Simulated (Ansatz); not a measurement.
Input for Ansatz (a first-principles code): R-CCSD(T)/cc-pV(T+d)Z on H3NSi (SMILES [N][SiH3]), 2S+1 = 1, a spin state set in the input, which need not be the lowest, at the other state's geometry. Files ending in .json are basis or fitting sets from the Basis Set Exchange.

Ansatz 0.2 input:
```yaml
crystal:
  periodic: [false, false, false]
  atoms:
    - {symbol: N, position_ang: [1.31794050, -0.00786475, -0.14912232]}
    - {symbol: Si, position_ang: [-0.45915357, 0.00273998, 0.05195230]}
    - {symbol: H, position_ang: [-0.93343448, 1.40726339, 0.02312724]}
    - {symbol: H, position_ang: [-0.79509862, -0.62430154, 1.35288241]}
    - {symbol: H, position_ang: [-1.06890040, -0.76626830, -1.05948567]}
basis:
  gaussian:
    orbitals: cc-pV_T+d_Z.json
magnetization: {spin_polarized: false}
correlation: {method: ccsd_t, electrons: outside_noble_gas}
scf: {omitted_lower_state_checks: [cluster_reference]}
```

The head of its log:

```
WARN ansatz: RAYON_NUM_THREADS=1 ignored (pool sized by the plan → 1); use --threads N
Functional definition: HF
these checks for a lower state are left out or cut short: cluster_reference
integrals: 0.15 GiB planned
638 factors; integrals over basis functions are off by at most 1.6e-3 eV
mean field: 0.17 GiB planned
mean field evaluation 1: about -9385.8962 eV, gradient 1.9e1 eV
mean field evaluation 2: about -9385.8997 eV, gradient 1.9e1 eV
mean field evaluation 4: about -9387.9848 eV, gradient 3.4e0 eV
mean field evaluation 8: about -9388.0762 eV, gradient 3.5e-4 eV
mean field evaluation 16: about -9388.0762 eV, gradient 1.3e-2 eV
mean field evaluation 32: about -9388.0765 eV, gradient 3.3e-3 eV
mean field evaluation 64: about -9388.0762 eV, gradient 1.5e-6 eV
mean field evaluation 96: about -9388.0762 eV, gradient 2.1e-4 eV
mean field -9388.07622664 eV, -345.0054378624 hartree, gradient 1.4e-11 eV, S^2 0.000000; 7 other end points of the search recorded, 0 dependent functions left out; unrestricted orbitals would lower it
6 core orbitals not correlated
reference -9388.07622664 eV, -345.0054378624 hartree; 6, 6 occupied and 99, 99 virtual orbitals, 638 factors
```

**Question.** What total energy does the run end on?

**Answer.** -345.3418 hartree (reference determinant -345.0054, T1 diagnostic 0.019).
